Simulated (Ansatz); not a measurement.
A made-up structure of Al$_{2}$H$_{2}$F$_{2}$, closed shell:

F1  (1.402, -0.711, 2.017)
Al2  (0.766, -0.873, 0.505)
F3  (1.188, -2.243, -0.309)
Al4  (-0.797, 0.909, -0.525)
H5  (2.000, -1.243, 2.450)
H6  (-1.173, 2.212, 0.297)
(Å)

It is relaxed with PBE-D4/def2-SVP and then PBE0-D4/def2-TZVP (Ansatz 0.2.0). Atoms count as bonded within 1.22 times the sum of their covalent radii (H–H: 0.88 Å). The end point is not checked to be a true minimum.

Task: Does its bonding change? (A judgement: the text doesn't fix the answer.)

Result: By the calculation: Yes. Formed: none; broken: F1–Al2.

Where it ends: The first stage lowers the energy by 2.19 eV in 23 steps. It ends as a complex of AlF + AlH + HF:
| atom | x (Å) | y (Å) | z (Å) |
| --- | --- | --- | --- |
| F1 | 1.8723 | -0.6648 | 2.1696 |
| Al2 | 0.0823 | -0.9528 | 0.6611 |
| F3 | 1.1827 | -2.2184 | 0.3902 |
| Al4 | -0.2160 | 1.4805 | -0.5381 |
| H5 | 2.1785 | -1.4339 | 1.7253 |
| H6 | -1.7137 | 1.8408 | 0.0259 |

For scale, one of the runs: PBE0-D4/def2-TZVP relaxation, 148 basis functions, launched by `ansatz run in.yaml --threads 2 --pin off --events-out ev --progress --plain --max-ram 4352MiB`. The run took about 29 s on 2 CPU threads of an Arm Neoverse V2 (shared host).
